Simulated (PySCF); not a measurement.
## F (fluorine, neutral) across methods

[He] 2s1 2p6, 2S determinant (an excited configuration). Calculation: PySCF 2.14, in x2c-TZVPPall; scalar relativity by spin-free X2C-1e.

```tsv
method	E (hartree)	mean ε 2s α (eV)	mean ε 2p α (eV)	mean ε 2p β (eV)	Σ⟨r²⟩ (bohr²)	⟨S²⟩
wB97M-V	-99.0817	-37.784	-17.304	-14.954	10.82	0.754
UHF	-98.61838	-47.073	-22.247	-16.208	10.72	0.772
PBE0	-99.0208	-35.315	-14.862	-12.233	10.75	0.755
LDA	-98.5204	-30.920	-12.390	-10.726	10.90	0.753
B97-3	-99.0834	-35.596	-15.013	-12.396	10.74	0.755
PBE	-99.0606	-31.201	-12.227	-10.482	10.84	0.753
BHandHLYP	-99.0485	-39.348	-17.528	-13.932	10.75	0.759
HSE06	-99.0324	-34.865	-14.445	-11.830	10.77	0.755
```

Task: Estimate the same row for r2SCAN.

Result: E (hartree) = -99.0549; mean ε 2s α (eV) = -33.243; mean ε 2p α (eV) = -13.057; mean ε 2p β (eV) = -10.777; Σ⟨r²⟩ (bohr²) = 10.73; ⟨S²⟩ = 0.756.
